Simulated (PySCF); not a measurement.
## Electric field gradients and quadrupole coupling constants

C6H9NOSi.
Geometry (GFN2-xTB, Å), atoms numbered from 1 in this order:
```xyz
18
C6H9NOSi angstrom
C     -0.868    1.686   -1.102
C     -0.459    1.065   -0.014
C     -0.335   -0.429    0.111
C     -1.283   -0.921    1.168
C     -2.366   -1.632    0.918
O      0.977   -0.779    0.499
Si     2.400   -0.547   -0.219
C      2.716    1.271   -0.560
N      2.902    2.383   -0.766
H     -0.933    2.759   -1.150
H     -1.158    1.148   -1.990
H     -0.159    1.613    0.869
H     -0.565   -0.903   -0.853
H     -1.010   -0.642    2.175
H     -3.028   -1.953    1.703
H     -2.639   -1.917   -0.085
H      3.300   -1.015    0.821
H      2.497   -1.180   -1.537
```

Field gradients from the PBE0/pcSseg-1 density (PySCF, non-relativistic), principal values in atomic units, ordered |Vxx| ≤ |Vyy| ≤ |Vzz|:

| atom | Vxx | Vyy | Vzz |
| --- | --- | --- | --- |
| O6 | -0.5528 | -1.1109 | 1.6637 |
| N9 | 0.5577 | 0.6017 | -1.1594 |

**Question.** Find the asymmetry η = (Vxx − Vyy)/Vzz and the couplings χ = eQV/h (234.96 MHz × Q in barn × V in au), with Q(17O) = −0.0256 b, Q(14N) = 0.02044 b.

**Answer.** 
| atom | environment | nucleus | η | χzz (MHz) | χxx (MHz) | χyy (MHz) |
| --- | --- | --- | --- | --- | --- | --- |
| O6 | silyl ether oxygen | 17O | 0.34 | -10.01 | 3.33 | 6.68 |
| N9 | cyano nitrogen | 14N | 0.04 | -5.57 | 2.68 | 2.89 |

The gradient is axial or nearly so (η below 0.05) at N9. 

**Question.** What is Vzz at N9 in SI units (1 au = 9.71736 × 10²¹ V/m²)?

**Answer.** -1.1594 au = -11.267 × 10²¹ V/m².

**Question.** What couplings would deuterons (Q(2H) = 0.00286 b) have in place of the hydrogens, at this geometry?

**Answer.** 
| atom | bonded to | bond length (Å) | Vzz (au) | η | χzz (kHz) |
| --- | --- | --- | --- | --- | --- |
| H10 | C1 | 1.076 | 0.3367 | 0.04 | 226 |
| H11 | C1 | 1.078 | 0.3343 | 0.05 | 225 |
| H12 | C2 | 1.081 | 0.3241 | 0.06 | 218 |
| H13 | C3 | 1.098 | 0.2826 | 0.06 | 190 |
| H14 | C4 | 1.081 | 0.3253 | 0.06 | 219 |
| H15 | C5 | 1.076 | 0.3377 | 0.05 | 227 |
| H16 | C5 | 1.078 | 0.3352 | 0.05 | 225 |
| H17 | Si7 | 1.453 | 0.1653 | 0.01 | 111 |
| H18 | Si7 | 1.465 | 0.1546 | 0.02 | 104 |

The structure is a single GFN2-xTB conformer in the gas phase; no vibrational or solvent corrections. GFN2-xTB bond lengths can be off by several hundredths of an ångström, more for odd bonds, and the gradients follow them. These gradients aren't converged with respect to the basis.

These values come from a run that also computed NMR shieldings. Time: 70 s wall; peak memory 0.93 GiB. Hardware: Arm Neoverse N1, one thread, shared host with 64 logical CPUs at a one-minute load of 58.
